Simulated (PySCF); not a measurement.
**What builds the first ionisation energy along the 5d series**

All values are computed (PySCF 2.14, energy differences of UHF-based or UKS calculations, no spin-orbit coupling). Each column adds one step, in eV (sums use unrounded values): valence MP2, valence CCSD, valence triples, then the next inner shell at CCSD(T) (Ta 5s 5p, W 5s 5p, Re 5s 5p, Os 5s 5p, Ir 5s 5p, Pt 5s 5p, Au 5s 5p, Hg 5s 5p). References (NIST) marked * lie between the lowest fine-structure levels; the others compare directly ((s) semi-empirical, (t) theoretical).

| element | UHF | + MP2 | + CCSD | + (T) | + inner shell | sum | reference |
| --- | --- | --- | --- | --- | --- | --- | --- |
| Ta [Xe] 4f14 5d3 6s2 → [Xe] 4f14 5d3 6s1 (aug-cc-pwCVDZ-PP with ECP60MDF, ECP) | 5.736 | 1.117 | 0.236 | 0.103 | 0.145 | 7.338 | 7.573 |
| W [Xe] 4f14 5d4 6s2 → [Xe] 4f14 5d4 6s1 (aug-cc-pwCVDZ-PP with ECP60MDF, ECP) | 5.888 | 1.239 | 0.182 | 0.121 | 0.128 | 7.558 | 7.825 |
| Re [Xe] 4f14 5d5 6s2 → [Xe] 4f14 5d5 6s1 (aug-cc-pwCVDZ-PP with ECP60MDF, ECP) | 5.926 | 1.321 | 0.095 | 0.096 | 0.119 | 7.557 | 7.834 |
| Os [Xe] 4f14 5d6 6s2 → [Xe] 4f14 5d6 6s1 (aug-cc-pwCVDZ-PP with ECP60MDF, ECP) | 6.517 | 1.454 | 0.013 | 0.107 | 0.120 | 8.212 | 8.473 |
| Ir [Xe] 4f14 5d7 6s2 → [Xe] 4f14 5d7 6s1 (aug-cc-pwCVDZ-PP with ECP60MDF, ECP) | 7.031 | 1.565 | -0.061 | 0.113 | 0.122 | 8.769 | 8.926 |
| Pt [Xe] 4f14 5d9 6s1 → [Xe] 4f14 5d9 (aug-cc-pwCVDZ-PP with ECP60MDF, ECP) | 7.569 | 1.366 | -0.232 | 0.060 | 0.139 | 8.901 | 8.959 * |
| Au [Xe] 4f14 5d10 6s1 → [Xe] 4f14 5d10 (aug-cc-pwCVDZ-PP with ECP60MDF, ECP) | 7.681 | 1.428 | -0.229 | 0.080 | 0.129 | 9.089 | 9.226 |
| Hg [Xe] 4f14 5d10 6s2 → [Xe] 4f14 5d10 6s1 (aug-cc-pwCVDZ-PP with ECP60MDF, ECP) | 8.492 | 1.821 | -0.267 | 0.108 | 0.107 | 10.260 | 10.438 |

Double-zeta sets recover only part of the correlation energy.

What remains against the references is mostly basis incompleteness and, for starred values, spin-orbit coupling.

**Question.** What share of the correlation contribution for Hg comes from the inner shell?

**Answer.** The four steps add to 1.769 eV, of which the inner shell gives 0.107 eV, or 6 %.
